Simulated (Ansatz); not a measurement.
Calculated with Ansatz (gas phase, PBE0-D4/def2-TZVP geometries, no zero-point term in ΔE). CBS: MP2 limit from def2 TZ/QZ plus the TZ coupled-cluster correction, frozen cores. def2 core potentials past Kr. For Te outer-core shells are correlated without core-valence functions, which leaves a few kJ/mol of doubt a bond. Each species was taken in one conformer, which may not be the lowest.

Consider the ligand exchange at a B–Te bond: `B[Te][SiH2]N` + `CCCO` → `BOCCC` + `N[SiH2][TeH]`.

```csv
species,HF/CBS(def2) energy (Eh)
`B[Te][SiH2]N`,-638.66990
`CCCO`,-193.20827
`BOCCC`,-218.52139
`N[SiH2][TeH]`,-613.39495
```

Problem. Work out ΔE.

Solution. ΔE = (-218.52139) + (-613.39495) − (-638.66990) − (-193.20827) = -0.03817 Eh = -100.2 kJ/mol. CCSD(T)/CBS gives -76.9 kJ/mol.

Largest T1 diagnostic among the species: 0.014.

In def2-TZVPP, CCSD(T) changes the Hartree–Fock value by +20.6 kJ/mol (the triples alone add +4.2 kJ/mol) and MP2 by +24.8 kJ/mol. The D4 term adds +3.5 kJ/mol with B3LYP and +1.8 kJ/mol with PBE0; it sums over pairs of atoms, weighted by their polarisabilities, and B3LYP, whose exchange is more repulsive, gets the larger term.

B3LYP here is the variant with VWN-RPA as its local correlation; programs differ in this.
